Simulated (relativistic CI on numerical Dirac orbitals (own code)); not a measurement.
## Level scheme of La25+

Method of calculation: Dirac-Coulomb-Breit CI, orbitals from a KLI potential per configuration, QED by a radiative potential, unscaled Slater integrals (own radial code, finite nucleus).

Configuration list (outside the closed core [Ar] 3d10): 4s2 4p2, 4s 4p3, 4s2 4p 4d, 4p4, 4s 4p2 4d, 4s2 4p 4f, 4s 4p2 4f, 4p3 4d, 4s 4p 4d2, 4s2 4d 4f, 4p3 4f, 4s2 4d2, 4s 4d3, 4s 4d2 4f, 4p2 4d2, 4p 4d3, 4p 4d2 4f, 4s2 4f2, 4s 4d 4f2, 4s 4f3, 4p2 4f2, 4p 4d 4f2, 4p 4f3, 4s 4p 4d 4f. Double excitations out of closed p, d and f shells are left out; levels of such configurations are missing from the list, as are those of other unlisted configurations, and high levels can miss mixing partners.

The lowest level is 4s2 4p2 3P_0, with 75 % of that term; Hund's rules for 4s2 4p2 give 3P with J = 0, in agreement.

```tsv
No.	Configuration	Term	J	E (eV)	%	Next component (%)	Landé g
1	4s2 4p2	3P	0	0.000	75	23 1S	
2	4s2 4p2	3P	1	19.675	99	1 4s 4p2 4d 3P	1.499
3	4s2 4p2	1D	2	22.524	56	42 3P	1.213
4	4s2 4p2	3P	2	44.350	56	42 1D	1.283
5	4s2 4p2	1S	0	50.936	75	23 3P	
6	4s 4p3(4S°)	5S°	2	74.900	56	31 3P°	1.737
7	4s 4p3(2D°)	3D°	1	85.309	52	22 3P°	0.898
8	4s 4p3(2D°)	3D°	2	93.841	54	31 5S°	1.447
9	4s 4p3(2D°)	3D°	3	99.028	93	6 4s2 4p 4d 3D°	1.330
10	4s 4p3(2P°)	3P°	0	105.090	95	4 4s2 4p 4d 3P°	
11	4s 4p3(2D°)	1D°	2	107.323	43	16 4s2 4p 4d 1D°	1.092
12	4s 4p3(2P°)	3P°	1	107.602	55	23 3D°	1.275
13	4s 4p3(4S°)	3S°	1	114.220	45	32 1P°	1.488
14	4s2 4p 4d	3F°	2	117.797	71	7 4s 4p3 3P°	0.825
15	4s 4p3(2P°)	3P°	2	125.451	40	21 1D°	1.260
16	4s2 4p 4d	3F°	3	125.872	78	9 3D°	1.103
17	4s2 4p 4d	3D°	1	128.954	46	23 3P°	0.847
18	4s2 4p 4d	3P°	2	129.318	52	17 3D°	1.296
19	4s 4p3(2P°)	1P°	1	137.294	42	32 3S°	1.283
20	4s2 4p 4d	3F°	4	143.075	98	1 4p3 4d 3F°	1.248
21	4s2 4p 4d	3D°	2	145.832	39	37 1D°	1.032
22	4s2 4p 4d	3P°	0	147.177	94	4 4s 4p3 3P°	
23	4s2 4p 4d	3D°	3	148.147	57	19 1F°	1.218
24	4s2 4p 4d	3P°	1	149.255	63	21 3D°	1.235
25	4s2 4p 4d	3P°	2	152.167	42	26 3D°	1.297
26	4s2 4p 4d	1F°	3	158.264	70	26 3D°	1.091
27	4s2 4p 4d	1P°	1	160.918	72	12 3D°	0.962
28	4p4	3P	2	164.440	52	21 1D	1.341
29	4s 4p2(3P)<4P> 4d	5F	1	170.106	65	22 3D	0.295
30	4s 4p2(3P)<4P> 4d	5F	2	172.644	49	19 5D	1.166
31	4p4	1S	0	172.685	43	40 3P	
32	4s 4p2(3P)<4P> 4d	5F	3	177.610	35	33 5D	1.372
33	4p4	3P	1	184.162	45	26 4s 4p2 4d 3P	1.367
34	4p4	1D	2	185.921	28	15 4s 4p2 4d 5F	1.131
35	4s 4p2(3P)<4P> 4d	5D	0	186.497	90	8 3P	
36	4s 4p2(3P)<4P> 4d	3F	2	186.919	47	14 4p4 1D	0.927
37	4s 4p2(3P)<4P> 4d	5F	3	188.168	45	29 3F	1.230
38	4s 4p2(3P)<4P> 4d	5D	1	188.432	57	26 4p4 3P	1.393
39	4s 4p2(3P)<4P> 4d	5F	2	188.926	23	18 5D	1.202
40	4s 4p2(3P)<4P> 4d	5F	4	189.550	72	20 5D	1.356
41	4s 4p2(3P)<4P> 4d	5D	4	191.902	41	40 3F	1.333
42	4s 4p2(3P)<4P> 4d	5F	5	195.398	68	31 3G	1.334
43	4s 4p2(1D)<2D> 4d	3F	2	196.474	40	22 5D	1.096
44	4s 4p2(3P)<4P> 4d	5P	3	197.062	47	34 3F	1.380
45	4s 4p2(3P)<4P> 4d	5P	2	200.374	59	21 3P	1.653
46	4s 4p2(3P)<4P> 4d	5D	3	200.590	33	21 3D	1.302
47	4s 4p2(3P)<4P> 4d	5P	1	201.036	65	17 3P	2.215
48	4s 4p2(1D)<2D> 4d	3G	3	201.300	50	26 1F	0.908
49	4s 4p2(3P)<4P> 4d	3P	2	201.744	42	30 3F	1.171
50	4s 4p2(1S)<2S> 4d	3D	1	202.362	31	23 1P	0.911
51	4s 4p2(1D)<2D> 4d	3G	4	205.726	25	23 1G	1.173
52	4s 4p2(1D)<2D> 4d	3G	4	207.884	38	27 3F	1.103
53	4s 4p2(1D)<2D> 4d	3D	1	208.449	75	11 3P	0.715
54	4s 4p2(3P)<4P> 4d	3D	3	208.805	45	26 3F	1.184
55	4s 4p2(3P)<4P> 4d	3D	3	209.532	46	31 3F	1.206
56	4s 4p2(3P)<4P> 4d	3P	0	209.830	51	27 4p4 1S	
57	4s 4p2(3P)<4P> 4d	3D	1	211.358	69	17 1P	0.698
58	4s 4p2(3P)<2P> 4d	3F	2	212.779	45	24 3D	0.903
59	4s 4p2(1D)<2D> 4d	3P	0	212.982	81	9 4s2 4d2 3P	
60	4s 4p2(3P)<4P> 4d	3F	2	214.775	36	34 3D	0.973
61	4s 4p2(3P)<2P> 4d	3F	3	214.848	40	26 1F	1.082
62	4s 4p2(1D)<2D> 4d	3P	1	215.624	44	28 3S	1.458
63	4s 4p2(1D)<2D> 4d	1S	0	215.733	33	30 3P	
64	4s 4p2(3P)<2P> 4d	3D	2	216.278	63	11 3P	1.153
65	4s 4p2(1D)<2D> 4d	3F	4	216.572	48	23 5D	1.266
66	4s 4p2(1D)<2D> 4d	3D	1	216.843	37	26 3P	1.073
67	4s 4p2(1D)<2D> 4d	3D	2	217.901	54	18 3P	1.255
68	4s 4p2(1D)<2D> 4d	3G	5	218.369	64	32 5F	1.262
69	4s 4p2(1D)<2D> 4d	3D	3	220.824	44	22 3F	1.309
70	4s 4p2(1D)<2D> 4d	3P	2	221.787	32	16 3D	1.329
```

Energies count from the lowest computed level; ° marks odd parity. Percentages are summed over parent terms; the parents shown are those of the largest component, closed shells are left out there, and <> holds an intermediate term.

The mean weight of the leading LS term, summed over parents, in these 70 levels is 55 %, and that of the leading jj configuration (from the same eigenvectors) 70 %, so jj coupling describes them better and the LS labels are nominal.

At this charge energies of transitions that change n are usually good to better than 1 %, and those within a shell (Δn = 0) to a few per cent.

LS names give the leading component of a level, which can be under half, so a name can repeat, a term be missing and a line seem to break the LS rules.
